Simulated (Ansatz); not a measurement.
Ansatz results at the PBE0-D4/def2-TZVP geometry: HOMO energy (PBE0/def2-TZVPP) -8.72 eV; HOMO energy (PBE/def2-TZVPP) -7.22 eV; LUMO energy (PBE0/def2-TZVPP) 0.14 eV.

Each molecule was computed in one conformer, which needn't be the lowest.

(1) Which molecule gave them?
A. `O[SiH](O)[O][GeH3]`
B. `C=C[SiH](O)[SiH2]O`
C. `CO[SiH](F)S[SiH2]Cl`
D. `CO[SiH](F)S[SiH2]F`

Results:

(1) A. The others give `CO[SiH](F)S[SiH2]F`: -8.26, -7.01, -0.28; `CO[SiH](F)S[SiH2]Cl`: -8.07, -6.81, -0.15; `C=C[SiH](O)[SiH2]O`: -7.38, -6.18, -0.77.
